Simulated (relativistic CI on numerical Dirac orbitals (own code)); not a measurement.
Cr³⁺ in a cubic cluster: 3s photoemission with charge transfer

Computed with a charge-transfer multiplet model of a cubic metal-ligand cluster with up to 2 ligand holes, Slater and spin-orbit integrals from Dirac-Coulomb-Breit ions, Slater integrals scaled by 0.8. The ground state mixes d3 with configurations of k ligand holes L, whose averages lie at kΔ + k(k − 1)U_dd/2; a core hole lowers each added d electron by U_cd. 20 K, Lorentzian 1.4 eV and Gaussian 0.8 eV FWHM.

Atomic integrals in eV (Slater integrals scaled, ζ unscaled), ground: F2dd 8.574, F4dd 5.368, zeta_d 0.033; with the core hole: F2dd 9.419, F4dd 5.934, zeta_d 0.040, G2cd 9.414.

Cluster parameters (eV): Δ = 5.7, U_cd = 6.7, 10Dq = 1.3, 10Dq(ligand) = 0.2, V(eg) = 2.85, V(t2g) = -1.36, final-state hopping factor = 1.

```tsv
Case	n_d	d3	d4L	d5L2	S
U_dd = 4.1 eV	3.46	0.59	0.36	0.05	1.50
U_dd = 5.5 eV	3.44	0.60	0.35	0.04	1.50
U_dd = 6.9 eV	3.43	0.61	0.35	0.04	1.50
```

Weights, n_d and S are thermal averages at 20 K. Binding energies count from the first peak over 30 % of the highest in each spectrum, which can be another peak from case to case. The parameters are a model scan and need not match a compound or its usual spin state. Peaks in eV (height, largest 100):
- U_dd = 4.1 eV: 0.0 (100), 7.7 (40), 9.1 (37), 11.5 (18), 18.3 (10)
- U_dd = 5.5 eV: 0.0 (100), 7.6 (41), 9.0 (33), 18.5 (9)
- U_dd = 6.9 eV: 0.0 (100), 7.7 (42), 18.8 (9)

Curve for U_dd = 5.5 eV (points under 2 left out, the grid thinned):

```tsv
E (eV)	Intensity
-3.6	4.9
-3.0	6.9
-2.5	9.8
-1.9	16.3
-1.4	28.1
-0.8	59.4
-0.2	97.6
0.3	88.9
0.9	47.5
1.5	23.4
2.0	14.9
2.6	10.3
3.1	8.6
3.7	8.2
4.3	9.5
4.8	12.9
5.4	21.8
5.9	31.1
6.5	35.5
7.1	38.1
7.6	41.4
8.2	36.9
8.8	33.4
9.3	32.4
9.9	24.5
10.4	19.1
11.0	16.3
11.6	14.4
12.1	13.4
12.7	9.8
13.2	6.5
13.8	4.3
14.4	3.2
14.9	2.8
15.5	2.6
16.0	2.7
16.6	3.1
17.2	4.4
17.7	6.6
18.3	9.2
18.9	8.5
19.4	6.2
20.0	4.3
20.5	3.1
21.1	2.1
```

For the case U_dd = 5.5 eV, Δ = 5.7 eV is larger than U_dd = 5.5 eV, the Mott-Hubbard side of the Zaanen-Sawatzky-Allen scheme. With the core hole the average of the configuration with one ligand hole lies at Δ − U_cd = -1.0 eV before mixing: the effective hopping of about 5.9 eV (from the holes of the mixed ground state) is comparable with this gap or larger, so the configurations mix strongly.

Without intra-shell correlation the exchange splitting of the 3s hole comes out too large.
